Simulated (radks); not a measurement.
Spherical jellium clusters: N electrons in a uniform positive sphere of charge N and radius rs N^(1/3), rs = 2.68 bohr. Calculated with a radial shooting solver with Libxc functionals: non-relativistic Kohn-Sham, LDA (Slater exchange, Perdew-Wang correlation), spin-polarised, spherical densities. Levels are named by radial order and angular momentum (1s, 1p, 1d, 2s, ...), and open shells are averaged over m.

N = 22, configuration 1s2 1p6 1d10 2s2 1f(up 2, down 0). This is the lowest configuration that the search found. Occupied and some empty levels:

| level | occupation | eigenvalue (eV) | <r> (bohr) |
|---|---|---|---|
| 1s up | 1 | -8.5216 | 4.628 |
| 1s down | 1 | -8.4100 | 4.556 |
| 1p up | 3 | -6.8766 | 5.558 |
| 1p down | 3 | -6.7134 | 5.519 |
| 1d up | 5 | -4.8613 | 6.286 |
| 1d down | 5 | -4.6701 | 6.273 |
| 2s up | 1 | -4.0507 | 5.553 |
| 2s down | 1 | -3.9374 | 5.587 |
| 1f up | 2 | -2.6051 | 7.033 |
| 1f down | 0 | -2.4062 | 7.054 |
| 2p up | 0 | -1.8677 | 7.387 |
| 2p down | 0 | -1.7603 | 7.455 |
| 2d up | 0 | -0.29340 | 10.90 |
| 1g up | 0 | -0.28705 | 8.199 |
| 2d down | 0 | -0.22353 | 11.27 |
| 1g down | 0 | -0.11066 | 8.360 |

Energy (eV): total -29.7490, kinetic 77.302, external -2045.5, Hartree 996.77, exchange-correlation -110.59, background 1052.3.
